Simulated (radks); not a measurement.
Q: All-electron atom: Pd26+ in [Ar] 3d2. Method: non-relativistic Kohn-Sham, LB94 model potential, spin-polarised, spherical densities, point nucleus; open shells are filled with parallel spins first (spin-orbit coupling, left out, can overturn this in heavy ions); relativity is left out, which matters for an element this heavy; computed with a radial shooting solver on a logarithmic mesh with Libxc functionals. Some entries of the table are withheld. Estimate them.

| orbital | occ. | eigenvalue (eV) | <1/r> (bohr^-1) | r(max) (bohr) |
|---|---|---|---|---|
| 1s down | 1 | -24714.01 | 45.51 | 0.02191 |
| 1s up | 1 | -24713.83 | 45.51 | 0.02191 |
| 2s down | 1 | -4532.780 | 10.42 | 0.1214 |
| 2s up | 1 | -4532.661 | 10.41 | 0.1214 |
| 2p down | 3 | -4303.594 | 10.41 | 0.09525 |
| 2p up | 3 | -4303.083 | 10.41 | 0.09525 |
| 3s up | 1 | (1) | 4.019 | 0.3361 |
| 3s down | 1 | (2) | 4.007 | 0.3364 |
| 3p up | 3 | -1497.620 | 3.973 | 0.3199 |
| 3p down | 3 | -1490.022 | 3.965 | 0.3202 |
| 3d up | 2 | -1354.544 | 3.876 | (3) |
| 3d down | 0 | -1347.512 | 3.878 | (4) |

A: 
(1) 3s up eigenvalue (eV): -1584.340
(2) 3s down eigenvalue (eV): -1576.986
(3) 3d up r(max) (bohr): 0.2547
(4) 3d down r(max) (bohr): 0.2540
